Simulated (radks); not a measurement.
Values are calculated unless marked as measured or tabulated.
All-electron atom: neutral dysprosium in [Xe] 4f10 6s2. Level of theory: scalar-relativistic Kohn-Sham, PBE, spin-polarised, spherical densities, finite nucleus; open shells are filled with parallel spins first (spin-orbit coupling, left out, can overturn this in heavy ions); Fermi nuclear charge, rms radius 5.2218 fm (a radial shooting solver on a logarithmic mesh with Libxc functionals).

Normalised radial functions P(r) = r R(r), r in bohr:

r,6s up,6s down,4f down
0.002251,0.0238,0.0232,0.0000
0.003076,0.0293,0.0287,0.0000
0.004202,0.0353,0.0345,0.0000
0.00574,0.0409,0.0399,0.0000
0.007842,0.0447,0.0437,0.0000
0.01071,0.0447,0.0437,0.0000
0.01452,0.0381,0.0373,0.0001
0.01984,0.0217,0.0212,0.0004
0.0271,-0.0059,-0.0058,0.0014
0.03702,-0.0403,-0.0394,0.0040
0.05058,-0.0677,-0.0662,0.0113
0.0691,-0.0658,-0.0643,0.0299
0.0944,-0.0170,-0.0166,0.0737
0.129,0.0621,0.0607,0.1650
0.1762,0.1039,0.1016,0.3288
0.2388,0.0414,0.0405,0.5628
0.3262,-0.0959,-0.0937,0.8328
0.4457,-0.1468,-0.1438,1.0304
0.6088,-0.0047,-0.0057,1.0541
0.8318,0.1995,0.1946,0.9043
1.136,0.2292,0.2284,0.6718
1.552,0.0092,0.0192,0.4426
2.121,-0.3102,-0.2940,0.2618
2.897,-0.5226,-0.5114,0.1426
3.927,-0.5362,-0.5363,0.0752
5.364,-0.3744,-0.3823,0.0357
7.329,-0.1736,-0.1812,0.0146
10.01,-0.0500,-0.0537,0.0048
13.68,-0.0078,-0.0086,0.0011

6s up: eigenvalue -3.805 eV, 5 radial nodes at r = 0.0256, 0.101, 0.264, 0.613, 1.57 bohr, <r> = 4.08 bohr, 90 % of the charge inside 6.07 bohr. 6s down: eigenvalue -3.692 eV, 5 radial nodes at r = 0.0256, 0.101, 0.264, 0.614, 1.58 bohr, <r> = 4.15 bohr, 90 % of the charge inside 6.17 bohr. 4f down: eigenvalue -1.452 eV, 0 radial nodes, <r> = 0.921 bohr, 90 % of the charge inside 1.64 bohr.
